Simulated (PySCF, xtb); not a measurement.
B₃H₂O₃, SMILES B1O[B]OBO1 (connectivity only; charge and spin as stated), charge +1, multiplicity 1. Atoms are numbered in the order given.

```xyz
8

B      0.0000     0.0000    -1.1537
O      0.0000     1.2249    -0.8142
B      0.0000     1.2356     0.6574
O      0.0000     0.0000     1.2236
B      0.0000    -1.2356     0.6574
O      0.0000    -1.2249    -0.8142
H      0.0000     2.2842     1.2165
H      0.0000    -2.2842     1.2165
```
Charge +1, spin multiplicity 1.

Coordinates come from a PBE0-D3(BJ)/def2-SVP optimisation. The multiplicity is an assumed one; other spin states were not compared. The isomer is the one that the SMILES or the coordinates give; other isomers of the formula were not compared.

Level of theory: C-PCM-ωB97X/def2-SVP in PySCF.

The values are the electrostatic part of the solvation free energy, E(continuum) − E(gas) at the gas-phase geometry, in a cavity of scaled van der Waals radii (PySCF's table); cavitation and dispersion terms are not included. In vacuum the orbital gap is 12.77 eV.

Computed values in water (ε = 78.36), ethanol (ε = 24.85), diethylether (ε = 4.24):
```csv
solvent,ε,ΔG(elec) (kcal/mol),gap (eV)
water,78.36,-58.0,13.17
ethanol,24.85,-56.4,13.16
diethylether,4.24,-44.8,13.07
```

For comparison, GFN2-xTB/ALPB(water) (xtb, at the GFN2-xTB geometry, all terms of that model) gives -52.9 kcal/mol.
